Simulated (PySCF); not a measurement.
**Vertical excitation energies**

C₆H₉O (charge +1).
Bonds: C1–O2, O2–C3, C3–C4 (double), C4–C5, C5–C6, C6–C7, C3–C7. Hydrogens: H8, H9, H10 on C1; H11 on C4; H12 on C5; H13, H14 on C6; H15, H16 on C7.

Method used: TDDFT PBE0/def2-SVPD, vertical, gas phase, core orbitals frozen in the response in PySCF 2.14.0, density-fitted response routines. The structure is a single GFN2-xTB conformer in the gas phase; no vibrational or solvent corrections. Torsions of this conformer, `[CH3:1][O:2][C:3]1=[CH:4][CH+:5][CH2:6][CH2:7]1`: C1–O2–C3–C4 0°.

What does the calculation give for the low-lying excited states?

| state | E (eV) | λ (nm) | ν̃ (cm⁻¹) | f | symmetry | main configurations (H = HOMO, L = LUMO) |
| --- | --- | --- | --- | --- | --- | --- |
| S1 | 5.41 | 229.1 | 43650 | 0.342 | A′ | H→L (97%) |
| S2 | 5.61 | 221.0 | 45240 | 0.0007 | – | H-1→L (97%) |
| S3 | 6.47 | 191.6 | 52180 | 0.0001 | – | H-3→L (89%), H-5→L (10%) |
| S4 | 6.62 | 187.2 | 53410 | 0.088 | A′ | H-2→L (98%) |
| S5 | 6.72 | 184.5 | 54200 | 0.0031 | A″ | H-5→L (83%), H-3→L (9%) |
| S6 | 7.22 | 171.7 | 58230 | 0.0014 | – | H-6→L (89%) |

Triplets (Tamm–Dancoff): T1 3.44 eV, H→L (96%); T2 5.23 eV, H-1→L (94%).

The lowest singlet comes at 229 nm (522 kJ/mol) in the ultraviolet; it is strong; its leading configuration is HOMO→LUMO (97%). The lowest level is also the most intense of those listed (f = 0.342). Löwdin shares by element: HOMO carbon 58% or more, oxygen 16% (atoms not listed hold the other 26%); LUMO carbon 66% or more, oxygen 14% (atoms not listed hold the other 19%). The listed states span 1.81 eV, and the widest gap between neighbours is 0.86 eV (S2 to S3). Orbital energies (eV): HOMO-3 -15.65, HOMO-2 -15.06, HOMO-1 -14.82, HOMO -13.45, LUMO -7.52, LUMO+1 -4.06, LUMO+2 -3.33. The oscillator strengths of these states sum to 0.435; summed over the whole spectrum of an exact calculation they would give the number of electrons, 52 (Thomas–Reiche–Kuhn). Symmetry labels in Cs follow from the direction of the transition dipole and are given only for states with f of 0.002 or more. The window holds the lowest 6 singlets.

Time: 21 s of wall time; peak memory 0.87 GiB. Hardware: one thread of an Intel Xeon Platinum 8488C (shared host).
